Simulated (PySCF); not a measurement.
**Relaxation of singlet IF₆⁺**

All numbers come from B3LYP/[I def2-SVP with ECP28, F def2-SVP], scalar-relativistic core potentials, density fitting, no spin–orbit coupling, PySCF. A (50,194) grid was used.

A hand-made octahedral start, of Oh symmetry, held to at least that symmetry:

```xyz
7
charge 1 multiplicity 1, angstrom
I     0.0000    0.0000    0.0000
F     0.0000    0.0000    1.9306
F     0.0000    0.0000   -1.9306
F     1.9306    0.0000    0.0000
F     0.0000    1.9306    0.0000
F    -1.9306    0.0000    0.0000
F     0.0000   -1.9306    0.0000
```

Task: What forces act on the atoms at the start (eV/Å)?

Result: 
```
atom     Fx     Fy     Fz
  I1   0.00   0.00   0.00
  F2   0.00   0.00  -1.69
  F3   0.00   0.00   1.69
  F4  -1.69   0.00   0.00
  F5   0.00  -1.69   0.00
  F6   1.69   0.00   0.00
  F7   0.00   1.69   0.00
```

Task: What does it relax to?

Result: It ends at Oh with I–F 1.863 Å (×6); F–I–F 90.0° (×12), F–I–F 180.0° (×3) (after a last refinement on a finer grid). A frequency run shows a minimum. Other isomers or separated fragments may lie lower.

Task: How much energy is released, and in how many steps?

Result: 35.6 kJ/mol in 3 steps.

The relaxation took roughly 50 core-seconds on a shared host.
